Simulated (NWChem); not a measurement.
Program: NWChem. System: H$_{3}$NSSn, charge 0, spin multiplicity 1, at a geometry optimised with PBE/def2-SVP with def2 effective core potentials on Sn. The structure started from a generated list of species. Level: RHF/def2-TZVP with def2 effective core potentials on Sn.

Output (cleaned and shortened):

```
             Northwest Computational Chemistry Package (NWChem) 7.3.0
             --------------------------------------------------------

                                NWChem Input Module
                                -------------------

 Scaling coordinates for geometry "geometry" by  1.889725989
 (inverse scale =  0.529177249)

 Turning off AUTOSYM since
 SYMMETRY directive was detected!

                             Geometry "geometry" -> ""
                             -------------------------

 Output coordinates in angstroms (scale by  1.889725989 to convert to a.u.)

  No.       Tag          Charge          X              Y              Z
 ---- ---------------- ---------- -------------- -------------- --------------
    1 Sn                  50.0000     0.06619500    -0.59380700     0.00000000
    2 N                    7.0000    -1.91882800    -0.07305600     0.00000000
    3 H                    1.0000    -2.67507800    -0.76310400     0.00000000
    4 H                    1.0000    -2.28991400     0.88202700     0.00000000
    5 S                   16.0000     0.81001500     1.79017800     0.00000000
    6 H                    1.0000     2.12679200     1.43997300     0.00000000

 Effective nuclear repulsion energy (a.u.)     325.4129328083

            Nuclear Dipole moment (a.u.)
            ----------------------------
        X                 Y               Z
 ---------------- ---------------- ----------------
    -0.0000113384     0.0000037795     0.0000000000

      Symmetry information
      --------------------

 Group name             Cs
 Group number              2
 Group order               2
 No. of unique centers     6

      Symmetry unique atoms

     1    2    3    4    5    6


 Summary of "ao basis" -> "" (spherical)
 ------------------------------------------------------------------------------
       Tag                 Description            Shells   Functions and Types
 ---------------- ------------------------------  ------  ---------------------
 *                         def2-tzvp                  on all atoms

 Summary of "ao basis" -> "ao basis" (spherical)
 ------------------------------------------------------------------------------
       Tag                 Description            Shells   Functions and Types
 ---------------- ------------------------------  ------  ---------------------
 Sn                        def2-tzvp                16       50   6s5p3d2f
 N                         def2-tzvp                11       31   5s3p2d1f
 H                         def2-tzvp                 4        6   3s1p
 S                         def2-tzvp                13       37   5s5p2d1f

                                 NWChem SCF Module
                                 -----------------

  ao basis        = "ao basis"
  functions       =   136
  atoms           =     6
  closed shells   =    24
  open shells     =     0
  charge          =   0.00
  wavefunction    = RHF
  use symmetry    = T
  symmetry adapt  = T

 Summary of "ao basis" -> "ao basis" (spherical)
 ------------------------------------------------------------------------------
       Tag                 Description            Shells   Functions and Types
 ---------------- ------------------------------  ------  ---------------------
 Sn                        def2-tzvp                16       50   6s5p3d2f
 N                         def2-tzvp                11       31   5s3p2d1f
 H                         def2-tzvp                 4        6   3s1p
 S                         def2-tzvp                13       37   5s5p2d1f

      Symmetry analysis of basis
      --------------------------

        a'         94
        a"         42

 Forming initial guess at       0.1s

      Superposition of Atomic Density Guess
      -------------------------------------

 Sum of atomic energies:        -702.40258445

      Non-variational initial energy
      ------------------------------

 Total energy =    -667.158388
 1-e energy   =   -1327.598772
 2-e energy   =     496.339971
 HOMO         =      -0.266941
 LUMO         =      -0.040187

      Symmetry analysis of molecular orbitals - initial
      -------------------------------------------------
[...]
    26 a'         27 a'         28 a'         29 a'         30 a'
    31 a"         32 a'         33 a'         34 a'

 Starting SCF solution at       6.0s

 ----------------------------------------------
         Quadratically convergent ROHF

 Convergence threshold     :          1.000E-07
 Maximum no. of iterations :          100
 Final Fock-matrix accuracy:          1.000E-09
 ----------------------------------------------

              iter       energy          gnorm     gmax       time
             ----- ------------------- --------- --------- --------
                 1     -667.0970837337  9.44D-01  1.79D-01      6.2
                 2     -667.1557766231  2.82D-01  4.45D-02      6.6
                 3     -667.1651310776  8.86D-03  2.37D-03      7.4
                 4     -667.1651444056  5.02D-05  1.45D-05      8.7
                 5     -667.1651444061  6.27D-09  1.86D-09     10.6

       Final RHF  results
       ------------------

         Total SCF energy =   -667.165144406077
      One-electron energy =  -1330.070263235495
      Two-electron energy =    498.804706478821
 Nuclear repulsion energy =    164.100412350597

        Time for solution =      4.6s

       Symmetry analysis of molecular orbitals - final
       -----------------------------------------------

  Numbering of irreducible representations:

     1 a'          2 a"

  Orbital symmetries:

     1 a'          2 a'          3 a'          4 a'          5 a'
     6 a"          7 a'          8 a"          9 a'         10 a'
    11 a'         12 a"         13 a'         14 a"         15 a'
    16 a'         17 a'         18 a'         19 a'         20 a'
    21 a'         22 a"         23 a"         24 a'         25 a"
    26 a'         27 a'         28 a'         29 a'         30 a"
    31 a'         32 a'         33 a'         34 a'

             Final eigenvalues
             -----------------

              1
    1  -91.9301
    2  -15.5383
    3   -8.9348
    4   -6.6159
    5   -6.6151
    6   -6.6147
    7   -5.8710
    8   -4.0631
    9   -4.0578
   10   -4.0534
   11   -1.3315
   12   -1.3280
   13   -1.3261
   14   -1.3230
   15   -1.3167
   16   -1.0911
   17   -0.9243
   18   -0.6326
   19   -0.6165
   20   -0.5094
   21   -0.4452
   22   -0.3991
   23   -0.3573
   24   -0.3355
   25    0.0233
   26    0.0689
   27    0.1029
   28    0.1382
   29    0.1821
   30    0.1824
   31    0.2123
   32    0.2444
   33    0.2472
   34    0.2966

                       ROHF Final Molecular Orbital Analysis
                       -------------------------------------

 Vector   22  Occ=2.000000D+00  E=-3.990679D-01  Symmetry=a"
              MO Center= -1.4D+00,  1.2D-01,  7.7D-16, r^2= 2.5D+00
   Bfn.  Coefficient  Atom+Function         Bfn.  Coefficient  Atom+Function
  ----- ------------  ---------------      ----- ------------  ---------------
    58      0.351922  2 N  pz                61      0.338553  2 N  pz
    64      0.315069  2 N  pz               110      0.175037  5 S  pz

 Vector   23  Occ=2.000000D+00  E=-3.573126D-01  Symmetry=a"
              MO Center=  4.0D-01,  1.4D+00,  1.4D-15, r^2= 2.9D+00
   Bfn.  Coefficient  Atom+Function         Bfn.  Coefficient  Atom+Function
  ----- ------------  ---------------      ----- ------------  ---------------
   110      0.465393  5 S  pz               113      0.370107  5 S  pz
   107      0.208083  5 S  pz               101     -0.166627  5 S  pz
    58     -0.162591  2 N  pz                64     -0.158331  2 N  pz
    61     -0.154136  2 N  pz

 Vector   24  Occ=2.000000D+00  E=-3.354825D-01  Symmetry=a'
              MO Center=  4.0D-01, -7.1D-02, -4.1D-16, r^2= 4.3D+00
   Bfn.  Coefficient  Atom+Function         Bfn.  Coefficient  Atom+Function
  ----- ------------  ---------------      ----- ------------  ---------------
     6      0.462384  1 Sn s                  5      0.355248  1 Sn s
   109      0.327095  5 S  py                 2      0.283855  1 Sn s
   112      0.265878  5 S  py                17     -0.247259  1 Sn py
     3     -0.227816  1 Sn s                 11      0.219295  1 Sn py
    14     -0.189721  1 Sn py                 1     -0.179087  1 Sn s

 Vector   25  Occ=0.000000D+00  E= 2.334957D-02  Symmetry=a"
              MO Center=  1.5D-01, -6.5D-01, -4.9D-15, r^2= 5.2D+00
   Bfn.  Coefficient  Atom+Function         Bfn.  Coefficient  Atom+Function
  ----- ------------  ---------------      ----- ------------  ---------------
    21      0.672753  1 Sn pz                18      0.347792  1 Sn pz
    12     -0.266530  1 Sn pz               113     -0.246435  5 S  pz
    64     -0.237365  2 N  pz                15      0.223008  1 Sn pz

 Vector   26  Occ=0.000000D+00  E= 6.885082D-02  Symmetry=a'
              MO Center= -3.0D-02, -9.8D-01,  1.2D-15, r^2= 7.7D+00
   Bfn.  Coefficient  Atom+Function         Bfn.  Coefficient  Atom+Function
  ----- ------------  ---------------      ----- ------------  ---------------
    19      0.987812  1 Sn px                55      0.706701  2 N  s
    20      0.654784  1 Sn py                98     -0.344366  5 S  s
   112      0.255492  5 S  py               133     -0.203257  6 H  s
    90     -0.194034  4 H  s                 13      0.152861  1 Sn px

 Vector   27  Occ=0.000000D+00  E= 1.028876D-01  Symmetry=a'
              MO Center=  3.1D-01, -8.8D-01, -9.2D-16, r^2= 9.3D+00
   Bfn.  Coefficient  Atom+Function         Bfn.  Coefficient  Atom+Function
  ----- ------------  ---------------      ----- ------------  ---------------
    20      1.194185  1 Sn py                55     -0.962985  2 N  s
     6      0.822908  1 Sn s                 19     -0.805227  1 Sn px
    98     -0.448982  5 S  s                111      0.429676  5 S  px
    62     -0.223012  2 N  px               112      0.221055  5 S  py
   133     -0.202269  6 H  s                  2      0.187721  1 Sn s

 center of mass
 --------------
 x =   0.04497825 y =  -0.13844141 z =   0.00000000

 moments of inertia (a.u.)
 ------------------
         523.784869493112        -168.160181827779           0.000000000000
        -168.160181827779         321.442397168148           0.000000000000
           0.000000000000           0.000000000000         845.227266661260

  Mulliken analysis of the total density
  --------------------------------------

    Atom       Charge   Shell Charges
 -----------   ------   -------------------------------------------------------
    1 Sn  22    21.20   0.28 -0.77  1.53  0.95  1.02  0.76 -0.40  6.36  0.49  0.65  0.14  8.96  1.05  0.13  0.04  0.00
    2 N    7     7.93   0.82  1.16  0.51  0.84  0.26  1.47  1.80  1.06  0.00  0.01  0.00
    3 H    1     0.75   0.25  0.40  0.06  0.04
    4 H    1     0.74   0.25  0.40  0.05  0.04
    5 S   16    16.52   2.01  0.49  1.48  1.03  0.85  4.18  1.69  0.87  2.41  1.43  0.02  0.06  0.00
    6 H    1     0.86   0.23  0.49  0.12  0.02

       Multipole analysis of the density wrt the origin
       ------------------------------------------------

     L   x y z        total         open         nuclear
     -   - - -        -----         ----         -------
     0   0 0 0      0.000000      0.000000     48.000000

     1   1 0 0     -0.135886      0.000000     -3.502543
     1   0 1 0     -0.942357      0.000000     31.419714
     1   0 0 1     -0.000000      0.000000      0.000000

     2   2 0 0    -30.250216      0.000000    190.304470
     2   1 1 0     -0.144906      0.000000     94.282434
     2   1 0 1     -0.000000      0.000000      0.000000
     2   0 2 0    -36.809221      0.000000    223.206971
     2   0 1 1     -0.000000      0.000000      0.000000
     2   0 0 2    -34.046428      0.000000      0.000000

 Task  times  cpu:       10.6s     wall:       10.6s

 Total times  cpu:       10.7s     wall:       10.7s
```

Problem. Write an NWChem input that would produce this output.

Solution. One answer among several that fit: 
```
start mol
memory heap 200 mb stack 800 mb global 1000 mb
geometry units angstroms nocenter noautoz
  Sn     0.066195    -0.593807     0.000000
  N     -1.918828    -0.073056     0.000000
  H     -2.675078    -0.763104     0.000000
  H     -2.289914     0.882027     0.000000
  S      0.810015     1.790178     0.000000
  H      2.126792     1.439973     0.000000
  symmetry group Cs
end
basis spherical
  * library def2-tzvp
end
ecp
  Sn library def2-ecp
end
scf
  rhf
  nopen 0
  maxiter 100
  thresh 1e-7
  semidirect memsize 60000000 filesize 0
end
task scf energy
```
